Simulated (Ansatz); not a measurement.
A nudged elastic band was laid between two geometries of BH₄NSSi (8 atoms, charge 0, multiplicity 1).

Computed with RKS BHLYP-D4/def2-SVP (Ansatz 0.2.0).

| Property | Result |
| --- | --- |
| movable images | 7 |
| climbing image | yes |
| spring | 5.0 eV/Å² |
| optimiser | quadratic models (default) |
| start path | through a guess of the saddle point |
| force threshold | 0.05 eV/Å |
| iteration limit | 60 |
| end points | relaxed |

Initial state:

```xyz
8
Properties=species:S:1:pos:R:3
N -0.613 1.594 -0.276
B -0.198 0.280 -0.261
Si 0.626 -1.275 0.538
S -0.274 -1.093 -1.436
H -1.079 2.008 -1.065
H -0.476 2.218 0.498
H 2.080 -1.533 0.543
H -0.066 -2.199 1.460
```

Final state:

```xyz
8
Properties=species:S:1:pos:R:3
N -0.389 1.435 -0.209
B 0.014 0.115 -0.277
Si 1.020 -1.942 0.275
S -0.365 -1.221 -1.365
H -1.039 1.827 -0.868
H -0.062 2.081 0.486
H 0.877 -0.170 0.624
H -0.058 -2.125 1.333
```

(1) What changes between the two ends?

(2) Give the energies along the band, and the barrier.

(3) What is the geometry of the highest image?

(4) What are the harmonic wavenumbers there?

Answers

(1) Bonds formed: B2–H7.

(2) The run converged. The highest image is number 4 of 0 to 8, 1.46 eV above the first end and 0.79 eV above the last; the last end lies 0.67 eV above the first. A vibrational analysis at the climbing image gives one clearly imaginary mode, 593i cm⁻¹: a first-order saddle point.

| image | path coordinate (Å) | energy (eV) | B2–H7 (Å) |
| --- | --- | --- | --- |
| 0 | 0.00 | 0.00 | 3.02 |
| 1 | 0.39 | 0.09 | 2.95 |
| 2 | 0.78 | 0.44 | 2.80 |
| 3 | 1.18 | 1.08 | 2.59 |
| 4 | 1.57 | 1.46 | 2.41 |
| 5 | 2.05 | 1.30 | 1.96 |
| 6 | 2.53 | 0.88 | 1.42 |
| 7 | 3.01 | 0.70 | 1.30 |
| 8 | 3.49 | 0.67 | 1.28 |

(3) 
```xyz
8
Properties=species:S:1:pos:R:3:forces:R:3
N -0.531 1.361 -0.178 0.01 -0.04 0.00
B -0.208 0.051 -0.429 0.00 0.02 0.01
Si 0.733 -1.703 0.379 0.00 -0.01 0.00
S -0.272 -1.259 -1.552 0.00 0.00 0.00
H -1.015 1.941 -0.843 0.00 0.00 0.00
H -0.301 1.820 0.684 -0.01 0.01 0.00
H 1.866 -0.749 0.493 0.00 0.00 0.00
H -0.273 -1.463 1.446 0.00 0.00 0.00
```

(4) 593i, 241, 285, 397, 411, 477, 510, 529, 649, 708, 983, 992, 1503, 1651, 2242, 2266, 3697, 3803 cm⁻¹.

The run took 3.4 min on 2 threads of Arm Neoverse N1, on a shared host, peak memory 0.17 GiB.
